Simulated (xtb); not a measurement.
F6OSi2, charge -1, doublet, geometry from GFN2-xTB (a state made from the parent by changing its charge; the spin is typed, not shown lowest); GFN2-xTB in xtb.

Here is a job for xtb.
```
$ xtb mol.xyz --gfn 2 --chrg -1 --uhf 1 --acc 0.0001 --json

# file mol.xyz
9

F      1.96340522    -0.18763904    -1.27226976
Si     1.50372962     0.23671197     0.19538769
F      2.57596532    -0.51476360     1.11744875
F      1.99204263     1.75852000     0.27278663
O      0.05945132    -0.00988102     0.68849837
Si    -1.67456426    -0.23398609     0.24990733
F     -1.62664035     0.98995938    -0.81521947
F     -3.34899722    -0.44295146    -0.04394250
F     -1.34287844    -1.59858244    -0.56348334
```

Output, abridged:

```
   ID    Z sym.   atoms
    1    9 F      1, 3, 4, 7-9
    2   14 Si     2, 6
    3    8 O      5

           -------------------------------------------------
          |                Calculation Setup                |
           -------------------------------------------------

           -------------------------------------------------
          |                 G F N 2 - x T B                 |
           -------------------------------------------------

          ...................................................
          :                      SETUP                      :
          :.................................................:
          :  # basis functions                  48          :
          :  # atomic orbitals                  46          :
          :  # shells                           20          :
          :  # electrons                        57          :
          :  max. iterations                   250          :
          :  Hamiltonian                  GFN2-xTB          :
          :  restarted?                      false          :
          :  GBSA solvation                  false          :
          :  PC potential                    false          :
          :  electronic temp.          300.0000000     K    :
          :  accuracy                    0.0001000          :
          :  -> integral cutoff          0.6500000E+02      :
          :  -> integral neglect         0.1000000E-11      :
          :  -> SCF convergence          0.1000000E-09 Eh   :
          :  -> wf. convergence          0.1000000E-07 e    :
          :  Broyden damping             0.4000000          :
          :  net charge                         -1          :
          :  unpaired electrons                  1          :
          ...................................................

 iter      E             dE          RMSdq      gap      omega  full diag
   1    -36.5768443 -0.365768E+02  0.914E+00    3.95       0.0  T
   2    -36.6480570 -0.712128E-01  0.538E+00    3.83       1.0  T
   3    -36.6518537 -0.379668E-02  0.187E+00    3.88       1.0  T
   4    -36.6535767 -0.172295E-02  0.125E+00    3.72       1.0  T
   5    -36.6562014 -0.262475E-02  0.317E-01    3.87       1.0  T
   6    -36.6565228 -0.321353E-03  0.287E-01    3.83       1.0  T
   7    -36.6566320 -0.109183E-03  0.642E-02    3.85       1.0  T
   8    -36.6566349 -0.296659E-05  0.112E-02    3.85       3.0  T
[...]
         :: total energy             -36.564823963197 Eh    ::
[...]
     2  14 Si       2.931     0.731   161.945    27.859
     3   9 F        0.705    -0.301    12.348     4.149
     4   9 F        0.705    -0.293    12.252     4.133
     5   8 O        1.526    -0.443    21.793     6.297
     6  14 Si       2.911     0.611   167.485    28.352
     7   9 F        0.705    -0.321    12.579     4.188
     8   9 F        0.702    -0.388    13.380     4.319
     9   9 F        0.705    -0.319    12.552     4.183

 Mol. C6AA /au·bohr⁶  :       2476.688812
 Mol. C8AA /au·bohr⁸  :      99754.425011
 Mol. α(0) /au        :         87.582202

Wiberg/Mayer (AO) data.
largest (>0.10) Wiberg bond orders for each atom

 ---------------------------------------------------------------------------
     #   Z sym  total        # sym  WBO       # sym  WBO       # sym  WBO
 ---------------------------------------------------------------------------
     1   9 F    1.163 --     2 Si   1.032
     2  14 Si   4.553 --     5 O    1.488     1 F    1.032     4 F    1.007
                             3 F    0.995
     3   9 F    1.124 --     2 Si   0.995
     4   9 F    1.138 --     2 Si   1.007
     5   8 O    2.305 --     2 Si   1.488     6 Si   0.610
     6  14 Si   3.502 --     9 F    0.987     7 F    0.985     8 F    0.885
                             5 O    0.610
     7   9 F    1.098 --     6 Si   0.985
     8   9 F    0.987 --     6 Si   0.885
     9   9 F    1.101 --     6 Si   0.987
 ---------------------------------------------------------------------------

Topologies differ in total number of bonds
Writing topology from bond orders to xtbtopo.mol

molecular dipole:
                 x           y           z       tot (Debye)
 q only:        0.749       0.170       0.727
   full:        1.271       0.223       0.444       3.469
molecular quadrupole (traceless):
                xx          xy          yy          xz          yz          zz
 q only:      -17.578      -4.111       6.586      -5.997      -0.362      10.991
  q+dip:      -20.840      -4.644       7.951      -5.396      -0.211      12.889
   full:      -20.012      -4.585       8.236      -4.442      -0.203      11.776

           -------------------------------------------------
          | TOTAL ENERGY              -36.564823963197 Eh   |
          | GRADIENT NORM               0.000058608002 Eh/α |
          | HOMO-LUMO GAP               3.849407451808 eV   |
           -------------------------------------------------

normal termination of xtb
```
